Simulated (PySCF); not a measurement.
C₅H₇Cl₂FO.
Atom-mapped SMILES: `[O:1]=[C:2]([CH2:3][CH2:4][F:5])[CH2:6][CH:7]([Cl:8])[Cl:9]` (hydrogens: H10, H11 on C3; H12, H13 on C4; H14, H15 on C6; H16 on C7)

Geometry (GFN2-xTB, Å), atoms numbered from 1 in this order:
```xyz
16
C5H7Cl2FO angstrom
O      0.5731    0.6674   -1.5888
C      0.1305    0.4477   -0.4940
C     -1.2135    0.9876   -0.0399
C     -2.2678   -0.1167    0.0267
F     -1.9940   -0.9938    1.0461
C      0.8425   -0.4288    0.5216
C      2.3351   -0.4751    0.2536
Cl     3.1058   -1.7729    1.1932
Cl     3.0727    1.0850    0.6918
H     -1.5506    1.7357   -0.7582
H     -1.1151    1.4468    0.9446
H     -3.2559    0.3053    0.2352
H     -2.2966   -0.7018   -0.8981
H      0.4287   -1.4378    0.4275
H      0.6448   -0.0898    1.5385
H      2.5526   -0.6498   -0.8024
```

Level of theory: PBE0/pcSseg-1 in PySCF (dipole) on a GFN2-xTB geometry, gas phase.

Masses are those of the commonest isotopes; rigid-rotor values at the optimised geometry. The values belong to one conformer with, in the numbering `[O:1]=[C:2]([CH2:3][CH2:4][F:5])[CH2:6][CH:7]([Cl:8])[Cl:9]`, O1–C2–C3–C4 107°, C2–C3–C4–F5 69°, O1–C2–C6–C7 24°, C2–C6–C7–Cl8 -167°.

(1) Give the principal moments of inertia and the rotational constants in GHz.

(2) Classify the top.

(3) What does the inertial defect say?

(4) Give the other two planar moments, Paa and Pbb, and the rms extents of the mass along the axes.

(5) List the rotational levels J(Ka,Kc) to J = 5 (MHz).

(6) Which types of transition are allowed, and where do some lines up to J = 3 fall?

(7) Estimate the classical rotational partition function at 100 K, 200 K and 298.15 K.

Results:

(1) Ia = 298.01, Ib = 818.50, Ic = 994.34 u·Å²; 505379 MHz·u·Å²/I gives 1696, 617.4 and 508.3 MHz, that is A = 1.6959, B = 0.6174, C = 0.5083 GHz.

(2) An asymmetric top: κ = (2 × 617.4 − 1696 − 508.3)/(1696 − 508.3) = -0.82.

(3) Not planar: Δ = Ic − Ia − Ib = -122.16 u·Å². For a rigid frame Δ = −2 Σ m c², so Σ m c² = 61.08 u·Å² lies off the ab plane: 7.04 from hydrogen and 54.04 from heavier atoms. The atom farthest from that plane is 1.47 Å away.

(4) Paa = Σ m a² = (Ib + Ic − Ia)/2 = 757.42 and Pbb = Σ m b² = (Ia + Ic − Ib)/2 = 236.93 u·Å². With the mass M = 171.99 u, the rms extents √(P/M) along a, b and c are 2.10, 1.17, 0.60 Å.

(5) Above 0(0,0):
J = 1: 1(0,1) 1126, 1(1,1) 2204, 1(1,0) 2313
J = 2: 2(0,2) 3369, 2(1,2) 4346, 2(1,1) 4674, 2(2,1) 7909, 2(2,0) 7917
J = 3: 3(0,3) 6715, 3(1,3) 7555, 3(1,2) 8210, 3(2,2) 11286, 3(2,1) 11325, 3(3,1) 16956, 3(3,0) 16956
J = 4: 4(0,4) 11141, 4(1,4) 11825, 4(1,3) 12914, 4(2,3) 15783, 4(2,2) 15898, 4(3,2) 21474, 4(3,1) 21476, 4(4,1) 29391, 4(4,0) 29391
J = 5: 5(0,5) 16623, 5(1,5) 17149, 5(1,4) 18777, 5(2,4) 21394, 5(2,3) 21656, 5(3,3) 27126, 5(3,2) 27135, 5(4,2) 35037, 5(4,1) 35037, 5(5,1) 45218, 5(5,0) 45218
The levels of one J sum to (2J + 1)J(J + 1)(A + B + C)/3.

(6) The dipole components are |μa| = 3.42 D, |μb| = 0.16 D, |μc| = 0.46 D. The squared components, which scale the intensities, stand as 1.00 : 0.00 : 0.02 (a : b : c). Some lines, for components of 0.1 D or more:

```
type  branch         J(Ka,Kc)   MHz  lower level (cm⁻¹)
   c       Q  2(1,2) ← 2(0,2)   977               0.112
   a       R  1(0,1) ← 0(0,0)  1126               0.000
   b       Q  1(1,0) ← 1(0,1)  1188               0.038
   a       R  2(0,2) ← 1(0,1)  2244               0.038
   b       R  3(0,3) ← 2(1,2)  2369               0.145
   c       Q  3(2,2) ← 3(1,2)  3077               0.274
   a       R  3(2,1) ← 2(2,0)  3408               0.264
   b       Q  2(2,1) ← 2(1,2)  3563               0.145
   b       R  3(2,2) ← 2(1,1)  6612               0.156
   c       R  3(2,1) ← 2(1,1)  6651               0.156
   b       R  3(3,1) ← 2(2,0)  9039               0.264
   c       R  3(3,1) ← 2(2,1)  9047               0.264
```

(7) Point group C1, symmetry number σ = 1; q = (√π/σ)·√((kT/h)³/(ABC)), k/h = 20836.6 MHz/K: 231000 at 100 K, 654000 at 200 K, 1190000 at 298.15 K.

GFN2-xTB frequencies: not computed here. Zero-point vibration and centrifugal distortion are left out. Quadrupole hyperfine structure (35Cl) is left out.
